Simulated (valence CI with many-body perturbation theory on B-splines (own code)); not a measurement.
**Ti XV: magnetic and hyperfine properties of the levels**

Computed by relativistic CI+MBPT: six valence electrons over a frozen Dirac-Fock core [He], radial functions for each j: 9 s, 9 p, 8 d, 6 f, 3 g, 1 h, with the one-electron correlation potential Σ1, the two-electron term Σ2, the three-electron term Σ3, Breit, model QED; selected CI, second order for the rest, scaled by the run's own slope (own B-spline code, finite nucleus).

No measured levels were compared; by estimate levels of excited configurations hold to 0.05 to 0.15 % of their energy, terms of the ground configuration to about 0.5 %. Among the levels kept, up to 2800 cm⁻¹ of a level comes from second order outside the variational space, and about a tenth of that is noise between levels of different J, which matters for small intervals.

A/g_I is the dipole constant over the nuclear g factor μ/I (μ in nuclear magnetons, uniformly magnetised nucleus), B/Q the quadrupole constant per barn. Both hold the static response of the core; the bare values leave it out. Large factors of s and p1/2 electrons are usually good to 5 to 10 %; those of open d and f shells near neutrality can be off by tens of per cent, and small factors of p3/2, d and f electrons come from cancelling terms and can be off by a factor of two or in sign, in half-filled shells by more. B is blank for J = 1/2, where it vanishes, and for nearly pure S terms. Energies count from the lowest level. Levels with J = 0 are left out.

Names give the largest LS component (configuration and term), which can be under half, so a name can repeat, a term be missing and a line seem to break the LS rules; names also repeat where a configuration has a term twice. Letters in brackets count levels of one name in rising energy.

| Level | E (× 10³ cm⁻¹) | g | A/g_I (MHz) | A/g_I bare | B/Q (MHz/b) | B/Q bare |
| --- | --- | --- | --- | --- | --- | --- |
| 2s²2p⁴ ³P_2 | 0.00 | 1.475 | 14800 | 16200 | 23600 | 23700 |
| 2s²2p⁴ ³P_1 | 39.28 | 1.499 | -1060 | 559 | -13500 | -13600 |
| 2s²2p⁴ ¹D_2 | 108.94 | 1.021 | 30600 | 30600 | -51000 | -51300 |
| 2s2p⁵ ³P°_2 | 712.52 | 1.499 | 74200 | 73200 | -26900 | -27100 |
| 2s2p⁵ ³P°_1 | 743.14 | 1.493 | 71800 | 71500 | 13400 | 13500 |
| 2s2p⁵ ¹P°_1 | 978.75 | 1.002 | 48400 | 47500 | -26600 | -26700 |
| 2s²2p³3s ⁵S°_2 | 4309.7 | 1.983 | 16500 | 18400 |  |  |
| 2s²2p³3s ³S°_1 | 4353.2 | 1.955 | -13400 | -9360 |  |  |
| 2s²2p³3s ³D°_1 | 4438.9 | 0.610 | 3910 | 4080 | 13600 | 13700 |
| 2s²2p³3s ³D°_2 | 4439.8 | 1.210 | 24100 | 24000 | 32200 | 32300 |
| 2s²2p³3s ³D°_3 | 4450.8 | 1.332 | 34200 | 34400 | -328 | -331 |
| 2s²2p³3s ¹D°_2 | 4468.1 | 1.041 | 26300 | 26800 | -7400 | -7430 |
| 2s²2p³3p ⁵P_1 | 4494.9 | 2.453 | -3470 | 302 | 828 | 832 |
| 2s²2p³3p ⁵P_2 | 4497.4 | 1.798 | 5090 | 7170 | -5120 | -5140 |
| 2s²2p³3p ⁵P_3 | 4505.1 | 1.655 | 2610 | 4230 | 7080 | 7120 |
| 2s²2p³3s ³P°_1 | 4523.1 | 1.425 | 63600 | 62700 | -8920 | -8970 |
| 2s²2p³3p ³P_1 [a] | 4537.8 | 1.480 | 9210 | 10700 | -3530 | -3540 |
| 2s²2p³3s ³P°_2 | 4541.4 | 1.427 | 28100 | 28300 | -25800 | -26000 |
| 2s²2p³3p ³P_2 [a] | 4543.9 | 1.504 | 4510 | 6060 | 9060 | 9110 |
| 2s²2p³3s ¹P°_1 | 4556.4 | 1.001 | 12500 | 13400 | -5470 | -5510 |
| 2s²2p³3p ³D_1 [a] | 4602.6 | 0.837 | 13500 | 13400 | 12300 | 12300 |
| 2s²2p³3p ³D_2 [a] | 4617.7 | 1.046 | 23300 | 23400 | -2580 | -2590 |
| 2s²2p³3p ³D_3 [a] | 4627.9 | 1.229 | 24100 | 24500 | -12400 | -12400 |
| 2s²2p³3p ³F_2 | 4630.2 | 0.868 | 12500 | 12400 | 15200 | 15200 |
| 2s²2p³3p ¹P_1 [a] | 4630.7 | 0.800 | 47500 | 47000 | -5570 | -5600 |
| 2s²2p³3p ³D_3 [b] | 4639.0 | 1.197 | 9220 | 9530 | 31700 | 31900 |
| 2s²2p³3p ¹F_3 | 4646.5 | 1.040 | 24600 | 24900 | -2370 | -2390 |
| 2s²2p³3p ³F_4 | 4647.7 | 1.249 | 19000 | 19500 | 6410 | 6440 |
| 2s²2p³3p ³P_1 [b] | 4683.6 | 1.642 | 5790 | 7250 | 5020 | 5050 |
| 2s²2p³3p ³P_2 [b] | 4698.2 | 1.475 | 20700 | 21700 | 9360 | 9410 |
| 2s²2p³3p ³D_1 [b] | 4707.2 | 0.628 | 49800 | 48900 | 3520 | 3530 |
| 2s²2p³3p ³D_2 [b] | 4714.9 | 1.082 | 22200 | 22600 | 624 | 627 |
| 2s²2p³3p ³S_1 | 4718.9 | 1.665 | -7140 | -6050 | 6650 | 6690 |

(1) Take the isotope of mass number 49, with I = 7/2, μ = -1.1037 μN, leaving out the quadrupole term. What is the hyperfine structure of 2s²2p³3s ⁵S°_2?

Results:

(1) From the table A = -5220 MHz. Shifts from the centre of gravity in MHz: F = 3/2: 47000, F = 5/2: 33900, F = 7/2: 15700, F = 9/2: -7830, F = 11/2: -36500.
